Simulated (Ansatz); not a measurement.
`CC(C)[SiH]` + H–F → `F[SiH]` + `CCC`  (ligand exchange at the Si–C bond)

Calculated with Ansatz (gas phase, PBE0-D4/def2-TZVP geometries, no zero-point term in ΔE). CBS: MP2 limit from def2 TZ/QZ plus the TZ coupled-cluster correction, frozen cores. This one scheme is used for every species. Functionals use def2-TZVPP. B3LYP here is the variant with VWN-RPA as its local correlation; programs differ in this. HSE06 is defined as in plane-wave codes.

| level | ΔE (kcal/mol) | difference from CCSD(T)/CBS |
| --- | --- | --- |
| LDA (SPW92) | -33.4 | 7.5 |
| PBE-D4 | -36.6 | 4.3 |
| revPBE-D4 | -35.4 | 5.5 |
| BLYP-D4 | -42.8 | -1.9 |
| r2SCAN-D4 | -39.6 | 1.3 |
| B97M-V | -43.1 | -2.2 |
| PBE0-D4 | -37.3 | 3.6 |
| B3LYP-D4 | -43.2 | -2.3 |
| r2SCANh-D4 | -39.6 | 1.3 |
| r2SCAN0-D4 | -39.6 | 1.3 |
| HSE06-D4 | -37.2 | 3.7 |
| BHLYP-D4 | -45.2 | -4.3 |
| CAM-B3LYP-D4 | -45.0 | -4.1 |
| ωB97X-V | -42.5 | -1.6 |
| ωB97M-V | -41.8 | -0.9 |
| B2PLYP | -44.5 | -3.6 |
| PBE | -38.6 | 2.3 |
| BLYP | -47.0 | -6.1 |
| r2SCAN | -40.1 | 0.8 |
| PBE0 | -39.0 | 1.9 |
| B3LYP | -46.5 | -5.6 |
| r2SCAN0 | -40.2 | 0.7 |
| HSE06 | -38.8 | 2.1 |
| BHLYP | -47.9 | -7.0 |
| CAM-B3LYP | -46.8 | -5.9 |
| LC-ωPBE | -41.1 | -0.2 |
| RPA@PBE/def2-TZVPP | -43.2 | -2.3 |
| HF/def2-SVP | -50.6 | -9.7 |
| MP2/def2-SVP | -41.3 | -0.4 |
| CCSD/def2-SVP | -44.2 | -3.3 |
| CCSD(T)/def2-SVP | -42.9 | -2.0 |
| HF/def2-TZVPP | -53.0 | -12.1 |
| MP2/def2-TZVPP | -39.4 | 1.5 |
| CCSD/def2-TZVPP | -43.3 | -2.4 |
| CCSD(T)/def2-TZVPP | -41.3 | -0.4 |
| HF/def2-QZVPP | -53.6 | -12.7 |
| MP2/def2-QZVPP | -39.4 | 1.5 |
| SCS-MP2/def2-QZVPP | -43.0 | -2.1 |
| HF/CBS(def2) | -53.6 | -12.7 |
| MP2/CBS(def2) | -39.0 | 1.9 |
| CCSD(T)/CBS | -40.9 | 0 |

Largest T1 diagnostic among the species: 0.015.

From BLYP to BHLYP (50 % exact exchange), in def2-TZVPP and without D4, ΔE moves by −0.9 kcal/mol. In def2-TZVPP, CCSD(T) changes the Hartree–Fock value by +11.7 kcal/mol (the triples alone add +2.0 kcal/mol) and MP2 by +13.6 kcal/mol.
